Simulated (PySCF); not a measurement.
**Computed properties of Si(CCH)2(Cl)(H) (C4H3ClSi), SMILES C#C[SiH](Cl)C#C**

Si(CCH)2(Cl)(H) (C4H3ClSi), SMILES C#C[SiH](Cl)C#C. The structure is a stationary point at B3LYP-D3(BJ)/def2-SVP. One conformer was computed; it need not be the lowest. All values are computed for the isolated molecule unless a solvent is named; none is compared with measurement here.

**Structure.** The optimised structure has Cs symmetry. All 21 harmonic modes at B3LYP-D3(BJ)/def2-SVP (PySCF) are real, so it is a minimum. With heavy atoms numbered as in [SiH:1]([Cl:2])([C:3]#[CH:4])[C:5]#[CH:6], the shortest bond between them is C3–C4 at 1.217 Å and the longest Si1–Cl2 at 2.075 Å.

**Vibrations.** The strongest infrared lines (harmonic, unscaled, degenerate partners summed) lie at 825 cm⁻¹ (242 km/mol, H 82 %, Si 13 %), 822 cm⁻¹ (193 km/mol, H 88 %, Si 9 %), 640 cm⁻¹ (103 km/mol, Si 47 %, C 39 %). The softest mode is at 93 cm⁻¹ and the zero-point energy is 31.0 kcal/mol.

**Electronic structure.** r2SCAN/def2-TZVP (PySCF) places the frontier levels at -7.47 and -1.91 eV, a gap of 5.56 eV, and gives a dipole moment of 1.88 D and a mean polarisability of 77.6 bohr³. PBE/def2-TZVP (PySCF) at the same geometry gives -7.23 and -2.13 eV, so its gap is 0.46 eV narrower. An orbital gap is neither the optical nor the fundamental gap.

**Excitations.** TDA-M06-2X/def2-SVPD (PySCF) has S1 at 5.41 eV (229 nm, f = 0.000, dark); the most intense of the 10 singlets computed lies at 7.92 eV (f = 0.07). T1 (TDA) is at 4.95 eV, 0.46 eV under S1. TDA-PBE/def2-SVPD (PySCF) puts S1 at 5.23 eV. No vertical singlet excitation falls in the visible range (under 3.1 eV).

**NMR.** GIAO shifts at HF/pcSseg-1 (PySCF) (non-relativistic, atoms alike by connectivity averaged): ¹³C from 84.1 to 112.5 ppm against TMS; ¹H from 3.3 to 5.0 ppm against TMS; ²⁹Si at -51.8 ppm against TMS. Without spin–orbit terms, shifts of atoms bonded to Cl or Br come out too high.

**Solvation.** SMD-PBE0/def2-SVP (PySCF) gives 1.1 kcal/mol in water, -2.4 kcal/mol in cyclohexanone, -2.5 kcal/mol in tetrahydrofuran (1 M in both phases, gas-phase geometry).
